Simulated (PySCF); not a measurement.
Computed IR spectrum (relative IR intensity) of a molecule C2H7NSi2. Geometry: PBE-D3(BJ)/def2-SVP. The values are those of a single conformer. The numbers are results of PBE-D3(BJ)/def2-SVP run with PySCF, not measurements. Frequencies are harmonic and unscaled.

Lines under 2 % of the strongest are left out, and lines within 2 cm⁻¹ are merged.

ν (cm⁻¹): 115 (vw), 147 (vw), 243 (m), 277 (w), 337 (s), 399 (w), 423 (vw), 481 (w), 571 (vw), 620 (m), 649 (w), 684 (w), 712 (m), 737 (s), 780 (m), 844 (m), 890 (vs), 920 (s), 1224 (w), 1485 (m), 2126 (s), 2133 (m), 2146 (vs), 3041 (w), 3066 (m), 3497 (w), 3598 (w) (against the strongest line: vs over 80 %, s over 45 %, m over 15 %, w over 4 %, vw less)

**Question.** Which molecule gave these data?
A) N[Si@@H]1C=C[SiH2]1
B) C#C[Si@@H](N)[SiH3]
C) C#C[SiH2][SiH2]N
D) [SiH3]C1=N[SiH2]C1

**Answer.** A, N[Si@@H]1C=C[SiH2]1
